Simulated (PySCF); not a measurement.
An unknown is described by computed data only.

Formula: CH12N2OSi3.

- Rotational structure: rotational constants A, B, C: 3.204, 0.649, 0.561 GHz [GFN2-xTB]
- Dipole: 1.54 D [PBE0/pcSseg-1]
- 13C NMR: chemical shifts (computed TMS as zero) by class: 36.1 (1 C) ppm [GIAO PBE0/pcSseg-1]
- NMR, other nuclei: isotropic shieldings of nuclei other than C and H, by class: 244 (1 N), 259 (1 N), 324 (1 O), 381 (1 Si), 383 (1 Si), 404 (1 Si) ppm [GIAO PBE0/pcSseg-1]
- 1H NMR: chemical shifts (computed TMS as zero) by class: 5.85 (2 H), 5.12 (2 H), 5.08 (2 H), 2.58 (3 H), 0.25 (2 H), -0.65 (1 H) ppm [GIAO PBE0/pcSseg-1]

Electronic properties: PySCF, gas phase, density fitting. Levels stand in brackets. The structure is a single GFN2-xTB conformer in the gas phase; no vibrational or solvent corrections. Each NMR value is the plain mean over a class of atoms that symmetry, rotation or inversion makes alike.

Q: What is the compound? Reason from the data.

A: Numbering: `[CH3:1][NH:2][SiH2:3][SiH2:4][O:5][SiH2:6][NH2:7]`. Its formula, CH12N2OSi3, gives 0 degrees of unsaturation, so no ring and no π bond. The one carbon: N-methyl carbon [C1] (36.1 ppm). Hydrogen classes from least to most shielded: 2 H on an oxygen-bound silicon, Si4 (5.85 ppm), 2 H on an SiH2 silicon, Si3 (5.12 ppm), 2 H on an oxygen-bound silicon, Si6 (5.08 ppm), 3 H on an N-methyl carbon, C1 (2.58 ppm, a mean of values up to 1.1 ppm apart in this geometry), 2 H on a silicon-bound nitrogen, N7 (0.25 ppm), 1 H on a silicon-bound nitrogen, N2 (-0.65 ppm). The other shieldings belong to: 244 ppm, silicon-bound nitrogen [N7]; 259 ppm, silicon-bound nitrogen [N2]; 324 ppm, siloxane oxygen [O5]; 381 ppm, oxygen-bound silicon [Si4]; 383 ppm, oxygen-bound silicon [Si6]; 404 ppm, SiH2 silicon [Si3]. The optimised geometry has point group C1 and is an asymmetric top. Structure: `[SiH2](O[SiH2]N)[SiH2]NC`. The assignments are read from this structure; whether some other isomer fits the data as well wasn't checked.
